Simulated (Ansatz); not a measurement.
BMe2Br (C2H6BBr): single points at one geometry.

```yaml
crystal:
  periodic: [false, false, false]
  atoms:
    - {symbol: B, position_ang: [-0.258453, -0.443759, 0.000027]}
    - {symbol: C, position_ang: [1.301772, -0.503789, 0.032622]}
    - {symbol: H, position_ang: [1.593077, -0.446061, 1.099894]}
    - {symbol: H, position_ang: [1.763429, 0.368546, -0.456842]}
    - {symbol: H, position_ang: [1.732395, -1.432352, -0.366070]}
    - {symbol: C, position_ang: [-1.076958, 0.886098, -0.032051]}
    - {symbol: H, position_ang: [-1.195995, 1.153261, -1.100323]}
    - {symbol: H, position_ang: [-0.535523, 1.723528, 0.435436]}
    - {symbol: H, position_ang: [-2.088420, 0.808027, 0.389660]}
    - {symbol: Br, position_ang: [-1.235314, -2.113489, -0.002353]}
basis:
  gaussian: {orbitals: def2-TZVP, initial_orbitals: start.molden}
magnetization: {spin_polarized: true, initial_magnetization: 2}
hamiltonian: {xc: pbe, dispersion: d4}
scf: {omitted_lower_state_checks: [starts]}
output: {orbitals: {seedname: orbitals}}
```

The file start.molden holds the orbitals of an earlier run on this structure, at another level or in another basis.

```sh
$ ansatz run in.yaml --threads 4 --pin off --events-out ev --progress --plain --max-ram 3916MiB
```

It prints (some lines left out):

```
Functional definition: PBE
1169 factors; their error is unknown
mean field evaluation 1: about -72877.2981 eV, gradient 7.2e0 eV
mean field evaluation 2: about -72877.3903 eV, gradient 1.5e-1 eV
mean field evaluation 4: about -72877.3451 eV, gradient 2.9e-3 eV
mean field -72877.34510533 eV, -2678.1930345822 hartree, gradient 4.5e-5 eV, S^2 2.003784; 0 other end points of the search recorded, 0 dependent functions left out
reference -72877.34514938 eV, -2678.1930362010 hartree; 30, 28 occupied and 147, 149 virtual orbitals, 1169 factors
Total energy: -72877.53102720 eV, -2678.1998670850 hartree
Checks for a lower state left out: starts
```

Run time 2.7 s (4 threads of Arm Neoverse V2 on a shared host).

The first input with `gaussian: {orbitals: def2-TZVP}`, `hamiltonian: {xc: pbe0, dispersion: d4}` (abridged; 4.6 s):

```
Functional definition: PBE0
mean field evaluation 16: about -72880.1366 eV, gradient 9.9e-4 eV
mean field -72880.13657035 eV, -2678.2956190294 hartree, gradient 2.8e-5 eV, S^2 2.006019
Total energy: -72880.29363860 eV, -2678.3013911811 hartree
Checks for a lower state left out: starts
```

First input, but with `hamiltonian: {xc: r2scan, dispersion: d4}` (abridged; 7 s):

```
Functional definition: r2SCAN
mean field -72889.87591706 eV, -2678.6535334197 hartree, gradient 5.4e-5 eV, S^2 2.008121
Total energy: -72889.92114189 eV, -2678.6551954015 hartree
Checks for a lower state left out: starts
```

Geometry: PBE0-D4/def2-SVP, that of the neutral singlet.

At PBE0-D4/def2-TZVP a singlet of charge 0 lies 5.14 eV below the triplet at the same geometry.
